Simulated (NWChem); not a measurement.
System: CH₈N₂Si; SMILES N[SiH](N)C

NWChem printed, in part:

```
             Northwest Computational Chemistry Package (NWChem) 7.3.0
             --------------------------------------------------------

                             Geometry "geometry" -> ""
                             -------------------------

 Output coordinates in angstroms (scale by  1.889725989 to convert to a.u.)

  No.       Tag          Charge          X              Y              Z
 ---- ---------------- ---------- -------------- -------------- --------------
    1 Si                  14.0000    -0.08663200    -0.32575400     0.00000000
    2 C                    6.0000     1.74775900     0.09431700     0.00000000
    3 N                    7.0000    -0.72908000     0.24508700    -1.51967700
    4 N                    7.0000    -0.72908000     0.24508700     1.51967700
    5 H                    1.0000    -0.37888300    -1.78341600     0.00000000
    6 H                    1.0000     2.24126400    -0.31197000    -0.88901600
    7 H                    1.0000     1.91289900     1.17997500     0.00000000
    8 H                    1.0000     2.24126400    -0.31197000     0.88901600
    9 H                    1.0000    -1.66794800    -0.02612400    -1.79049800
   10 H                    1.0000    -0.54568300     1.19837000    -1.81418000
   11 H                    1.0000    -1.66794800    -0.02612400     1.79049800
   12 H                    1.0000    -0.54568300     1.19837000     1.81418000

 Effective nuclear repulsion energy (a.u.)     179.8421063383

  pbe96 is a nonlocal functional; adding pw91lda local functional.

                                 NWChem DFT Module
                                 -----------------

 Summary of "ao basis" -> "ao basis" (spherical)
 ------------------------------------------------------------------------------
       Tag                 Description            Shells   Functions and Types
 ---------------- ------------------------------  ------  ---------------------
 Si                         def2-svp                 8       18   4s3p1d
 C                          def2-svp                 6       14   3s2p1d
 N                          def2-svp                 6       14   3s2p1d
 H                          def2-svp                 3        5   2s1p

 in cosmo_initialize ...
 calling solv_data for solv:h2o

 solvent parameters
 solvname_short: h2o
 solvname_long:  water
 dielec:       78.4000
 dielecinf:     1.7769
 aqueous SMD model solvent descriptors
 dielec:       78.4000
 sola:          0.8200

[...]

                                COSMO-SMD solvation results
                                ---------------------------

             internal energy in gas <Psi(g)|H|Psi(g)> =      -441.420731884788
         internal energy in solvent <Psi(s)|H|Psi(s)> =      -441.419386644470
                               delta internal energy  =         0.001345240318 (    0.84 kcal/mol)
   total free energy in solvent <Psi(s)|H+V/2|Psi(s)> =      -441.430914050505
 polarization energy contribution <Psi(s)|V/2|Psi(s)> =        -0.011527406035 (   -7.23 kcal/mol)
    total free energy in solvent including G(SMD-CDS) =      -441.423544515496
                       G(SMD-CDS) energy contribution =         0.007369535010 (    4.62 kcal/mol)
     1 M fixed-concentration free energy of solvation =        -0.002812630708 (   -1.76 kcal/mol)

                       DFT Final Molecular Orbital Analysis
                       ------------------------------------

 Vector   19  Occ=2.000000D+00  E=-2.710970D-01
              MO Center=  7.0D-01, -3.6D-01, -1.2D-09, r^2= 2.9D+00
   Bfn.  Coefficient  Atom+Function         Bfn.  Coefficient  Atom+Function
  ----- ------------  ---------------      ----- ------------  ---------------
    22      0.377100   2 C  px               61      0.254110   5 H  s
     8     -0.232871   1 Si px               25      0.218161   2 C  px
    62      0.172317   5 H  s                 9     -0.149533   1 Si py
    11     -0.141332   1 Si px               21     -0.139266   2 C  s
     5      0.131684   1 Si px               71      0.120605   7 H  s

 Vector   20  Occ=2.000000D+00  E=-2.242389D-01
              MO Center= -5.7D-01,  1.3D-01,  2.1D-07, r^2= 3.3D+00
   Bfn.  Coefficient  Atom+Function         Bfn.  Coefficient  Atom+Function
  ----- ------------  ---------------      ----- ------------  ---------------
    36      0.237861   3 N  px               50      0.237861   4 N  px
    37     -0.223449   3 N  py               51     -0.223449   4 N  py
    35     -0.205896   3 N  s                49     -0.205896   4 N  s
    39     -0.186433   3 N  px               53     -0.186433   4 N  px
    40      0.170147   3 N  py               54      0.170147   4 N  py

 Vector   21  Occ=2.000000D+00  E=-1.885852D-01
              MO Center= -6.6D-01,  1.8D-01, -2.2D-07, r^2= 3.4D+00
   Bfn.  Coefficient  Atom+Function         Bfn.  Coefficient  Atom+Function
  ----- ------------  ---------------      ----- ------------  ---------------
    38      0.326118   3 N  pz               52      0.326118   4 N  pz
    41     -0.291898   3 N  pz               55     -0.291898   4 N  pz
    36     -0.191520   3 N  px               50      0.191520   4 N  px
    37      0.178763   3 N  py               51     -0.178763   4 N  py
    39      0.154311   3 N  px               53     -0.154311   4 N  px

 Vector   22  Occ=0.000000D+00  E= 3.366995D-02
              MO Center= -4.7D-01,  5.7D-01,  5.7D-08, r^2= 6.8D+00
   Bfn.  Coefficient  Atom+Function         Bfn.  Coefficient  Atom+Function
  ----- ------------  ---------------      ----- ------------  ---------------
    21      0.986575   2 C  s                35      0.841532   3 N  s
    49      0.841532   4 N  s                 4     -0.490066   1 Si s
    82     -0.488908   9 H  s                92     -0.488908  11 H  s
    67     -0.476116   6 H  s                77     -0.476116   8 H  s
    87     -0.475520  10 H  s                97     -0.475520  12 H  s

[...]
```

Level: PBE/def2-SVP, SMD on the gas-phase geometry. The geometry was optimised at B3LYP/6-31G* (spherical d). Solvent: water.

Problem. Reconstruct the input file.

Solution. One answer among several that fit: the input that was run:
```
start job
memory heap 200 mb stack 900 mb global 1100 mb
geometry units angstroms noautosym nocenter noautoz
  Si    -0.086632    -0.325754     0.000000
  C      1.747759     0.094317     0.000000
  N     -0.729080     0.245087    -1.519677
  N     -0.729080     0.245087     1.519677
  H     -0.378883    -1.783416     0.000000
  H      2.241264    -0.311970    -0.889016
  H      1.912899     1.179975     0.000000
  H      2.241264    -0.311970     0.889016
  H     -1.667948    -0.026124    -1.790498
  H     -0.545683     1.198370    -1.814180
  H     -1.667948    -0.026124     1.790498
  H     -0.545683     1.198370     1.814180
end
basis spherical
  * library def2-svp
end
dft
  xc xpbe96 cpbe96
  iterations 150
end
cosmo
  do_cosmo_smd true
  solvent water
end
task dft energy
```
